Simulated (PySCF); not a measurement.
Species: C₇H₈N (doublet state).
Structure used (GFN2-xTB), in Å, numbered top down from 1:
```
atom  x, y, z in Å
C1     2.3017   -0.4232   -0.0387
C2     0.8541   -0.0325   -0.0179
C3     0.4923    1.3153    0.0979
C4    -0.8482    1.6970    0.1366
C5    -1.8426    0.7595    0.0659
C6    -1.5234   -0.6307   -0.0500
N7    -2.5137   -1.4798   -0.1106
C8    -0.1352   -0.9831   -0.0899
H9     2.4554   -1.3119   -0.6465
H10    2.9169    0.3835   -0.4300
H11    2.6397   -0.6449    0.9741
H12    1.2662    2.0667    0.1560
H13   -1.0968    2.7449    0.2217
H14   -2.8860    1.0280    0.0924
H15   -2.2106   -2.4489   -0.1931
H16    0.1225   -2.0309   -0.1794
```

The hyperfine couplings belong to this conformer and change with its torsions.

Identity: `Cc1cc([NH])ccc1` [radical].

Method used: PySCF, UKS B3LYP, pcH-1 on C H N, non-relativistic, mean-field spin-orbit, GIAO. Isolated species at its GFN2-xTB geometry (one conformer only). GFN2-xTB frequencies show an imaginary mode (20i cm⁻¹), so this geometry is no minimum at that level. A GFN2-xTB geometry isn't a minimum of the functional, and hyperfine couplings can be far from their values at a DFT geometry. Stability of the SCF solution: not tested. ⟨S²⟩ is 0.788 where a pure state has 0.75.

The Mulliken spin populations are largest on N7 (+0.58), C3 (+0.36), C5 (+0.30) and C8 (+0.29). Four atoms exceed +0.15. The positive populations add up to 1.56 and the negative ones to -0.56, together 2S = 1.

Question: Test a(H) = Q·ρ(C) for the protons on planar carbons with a spin population beyond ±0.08.

Answer: 
| H | C | ρ(C) | a(H) (G) | a/ρ (G) |
| --- | --- | --- | --- | --- |
| H12 | C3 | +0.362 | -8.08 | -22.3 |
| H13 | C4 | -0.159 | +2.79 | -17.5 |
| H14 | C5 | +0.303 | -6.90 | -22.7 |
| H16 | C8 | +0.295 | -6.45 | -21.9 |

A least-squares line through the origin gives Q = -22.0 G with Mulliken populations. Where ρ is negative the coupling is positive.

Question: Leave H12 and its like out of the fit. How well does the relation then predict its coupling?

Answer: The other protons give Q = -21.7 G, so a = -21.7 × 0.362 ≈ -7.87 G, against the computed -8.08 G.

Couplings in gauss use g_iso = 2.0035.

On one thread of an Intel Xeon Platinum 8259CL at 2.50 GHz, shared host with 32 logical CPUs at a one-minute load of 30, this took 2.5 min of wall time (grids of density and orbitals included) and 0.97 GiB of memory at its peak.
